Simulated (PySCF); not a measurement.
**Excitation energy of Os²⁺ by level of theory**

Os²⁺ [Xe] 4f14 5d6 (5D) → Os²⁺ [Xe] 4f14 5d5 6s1, s spin flipped, as a difference of total energies. All numbers are calculated (PySCF 2.14, scalar relativity by spin-free X2C-1e, in ANO-RCC-VTZP (8s7p5d3f2g1h, 104 functions)). Correlated levels: valence: [Xe] 4f14 frozen. The calculations carry no spin-orbit coupling.

```
       method  excitation energy (eV)
          UHF                   1.908
          LDA                   1.939
         PBE0                   2.201
       r2SCAN                   2.402
MP2 (valence)                   2.054
```

Task: Estimate what SCS-MP2 (valence) gives.

Result: 2.056 eV, closest to MP2 (valence) among the rows shown.

Task: Estimate what PBE gives.

Result: 2.110 eV, closest to MP2 (valence) among the rows shown.

The upper determinant mixes two multiplicities, so it lies between the two terms.

The basis was made for the ground configuration and has no added diffuse functions, so the excitation energy can come out too high.
